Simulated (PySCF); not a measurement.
PBE against CAM-B3LYP for molecules with a metal or metalloid centre: dipole moment.

Values in D, from PySCF. Where two bases are given, the first is that of PBE. CAM-B3LYP is a level with its own limits.

| system | basis | PBE | CAM-B3LYP | PBE − CAM-B3LYP |
|---|---|---|---|---|
| Ge(OH)4 singlet | def2-TZVP | 0.01 | 0.02 | 0.00 |
| O[Si](O)(O)O[SiH](Cl)Cl singlet | def2-TZVP | 2.07 | 2.07 | 0.00 |
| Ge(NH2)2 singlet | def2-TZVP | 1.54 | 1.37 | 0.17 |
| CB(C)N[Si](C)(O)O singlet | def2-SVP | 0.52 | 0.64 | -0.12 |
| F[SiH](F)O[Si](F)(F)F singlet | def2-TZVP | 1.62 | 1.78 | -0.16 |
| Ge(CF3)2(Me)2 singlet | def2-SVP | 2.98 | 3.42 | -0.44 |
| CB(C)[Si](C)(C)O singlet | def2-SVP | 1.56 | 1.71 | -0.14 |
| Sn(F)(Cl)(Et)2 singlet | def2-SVP | 4.13 | 4.42 | -0.29 |
| Zn(Br)(iPr) singlet | def2-TZVP | 2.61 | 2.60 | 0.00 |
| F[SiH2]/C=C/[SiH](F)F singlet | def2-TZVP | 1.49 | 1.63 | -0.14 |
| Zn(OMe)(SeH) singlet | def2-TZVP | 0.98 | 1.10 | -0.12 |
| CO[Si](C)(OC)[S][Al]([OH])[OH] singlet | def2-SVP | 1.46 | 1.55 | -0.09 |
| Se(H)(NH2) singlet | def2-TZVP | 1.87 | 1.91 | -0.04 |
| Be(Me)(SiH3) singlet | def2-TZVP | 1.15 | 1.18 | -0.03 |
| B(H)(Me)2(MeCN) singlet | def2-TZVP | 6.47 | 7.20 | -0.73 |
| Si(Vi)2(NH2)2 singlet | def2-SVP | 1.43 | 1.48 | -0.05 |
| Al(Cl)(iPr)2 singlet | def2-SVP | 1.15 | 1.16 | -0.01 |
| B(CCH)2(H) singlet | def2-TZVP | 0.97 | 0.87 | 0.10 |
| Al(Et)(Vi)2 singlet | def2-SVP | 0.22 | 0.21 | 0.01 |
| Si(F)(Et)(Vi)2 singlet | def2-SVP | 1.63 | 1.75 | -0.12 |
| Si(H)(Cl)2(Et) singlet | def2-TZVP | 2.04 | 2.12 | -0.08 |
| C[Si](C)(C)[SiH2][SiH2]Cl singlet | def2-SVP | 1.56 | 1.55 | 0.01 |
| Mg(H)(Et) singlet | def2-TZVP | 0.54 | 0.46 | 0.08 |
| In(Me)(Et)(OMe) singlet | def2-SVP | 1.95 | 2.21 | -0.26 |

What do these rows say about the size and sign of the difference from CAM-B3LYP?

The mean difference from CAM-B3LYP is -0.10 D (median -0.07) and the mean absolute one 0.13 D (median 0.09); PBE lies above in 6 and below in 18 of 24 cases. It is closest for Ge(OH)4 singlet (0.00), O[Si](O)(O)O[SiH](Cl)Cl singlet (0.00), Zn(Br)(iPr) singlet (0.00) and furthest off for B(H)(Me)2(MeCN) singlet (-0.73), Ge(CF3)2(Me)2 singlet (-0.44), Sn(F)(Cl)(Et)2 singlet (-0.29).
